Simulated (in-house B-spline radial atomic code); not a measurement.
# Ar⁷⁺: [Ne] 3s1

Level of theory: Dirac-Kohn-Sham wB97X, spherical fractional occupations, Fermi nucleus of rms radius 3.4274 fm; calculated with a radial B-spline atomic code at the basis-set limit.

Screening seen three ways: the hydrogenic charge with the same mean radius, Z_r = [3n² - l(l+1)]/(2<r>), the one with the same energy, Z_e = n√(-2ε), and Slater's rules. Values are occupation-weighted means over j.

| shell | electrons | ε (eV) | <r> (bohr) | Z_r | Z_e | Slater |
| --- | --- | --- | --- | --- | --- | --- |
| 1s | 2 | -3290.6 | 0.08565 | 17.51 | 15.55 | 17.70 |
| 2s | 2 | -445.61 | 0.409 | 14.67 | 11.45 | 13.85 |
| 2p | 6 | -377.62 | 0.3709 | 13.48 | 10.54 | 13.85 |
| 3s | 1 | -133.97 | 1.159 | 11.65 | 9.41 | 9.20 |

The least bound orbital is 3s1/2 at -134 eV, and it is also the most diffuse (<r> = 1.159 bohr).

Spin-orbit splittings of the orbital energies (j = l + 1/2 above j = l - 1/2 when positive): 2p 2.304 eV.

For the 1s electron the small component carries 0.412 % of the norm, the zero-frequency Breit interaction raises the level by 2.538 eV, self-energy by 1.159 eV, and vacuum polarisation lowers it by 0.08119 eV.

Caution: exact exchange at fractional occupations of open shells leaves self-interaction of up to several eV.
